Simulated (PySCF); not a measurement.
SiH₃Cl, SMILES [SiH3]Cl. Atoms are numbered in the order given.

```xyz
5

Si     0.0000     0.0000    -0.9919
Cl     0.0000     0.0000     1.0744
H      1.2122     0.6999    -1.4596
H     -1.2122     0.6999    -1.4596
H      0.0000    -1.3997    -1.4596
```
Charge 0, spin multiplicity 1.

Geometry: B3LYP-D3(BJ)/def2-TZVP. The isomer is the one that the SMILES or the coordinates give; other isomers of the formula were not compared.

Method: PBE/def2-TZVPD (PySCF).

Isolated molecule, no solvent.

The total energy is -751.20908 hartree and the point group is C3v. The highest occupied level comes out as -7.70 eV and the lowest empty level is -1.20 eV. The orbital gap is 6.49 eV and the dipole moment comes out as 1.27 D. The quadrupole, principal values (traceless, Buckingham form, about the centre of nuclear charge) comes out as -0.41, -0.41, 0.83 D·Å and the mean static polarisability comes out as 44.2 bohr³ (6.55 Å³). The polarisability, principal values is 40.4, 40.4, 51.8 bohr³.
